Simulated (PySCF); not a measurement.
HIrO, neutral, multiplicity 3. Atoms are numbered in the order given.

```xyz
3

Ir    -0.0020     0.1992     0.0000
O      0.1186    -1.6637     0.0000
H     -0.7932    -2.0298     0.0000
```
Charge 0, spin multiplicity 3.

Geometry optimised at PBE-D3(BJ)/def2-TZVPD. The multiplicity is an assumed one; other spin states were not compared. The def2 effective core potentials stand for the cores of Ir; spin–orbit coupling is left out.

Level of theory: PBE/def2-TZVPD (PySCF).

Isolated molecule, no solvent.

Q: Estimate the frontier levels, dipole moment and polarisability. (The exact figures need the calculation; the answer reports its results.)

A: 
| Quantity | Result |
|---|---|
| α spin, highest occupied and lowest empty level | -6.01 and -3.82 eV |
| β spin, highest occupied and lowest empty level | -5.31 and -4.76 eV |
| dipole moment | 1.42 D |
| quadrupole, principal values (traceless, Buckingham form, about the centre of nuclear charge) | -4.20, -3.34, 7.55 D·Å |
| mean static polarisability | 50.4 bohr³ (7.48 Å³) |
| polarisability, principal values | 45.9, 49.5, 55.9 bohr³ |
| ⟨S²⟩ | 2.004 (pure state 2.00) |
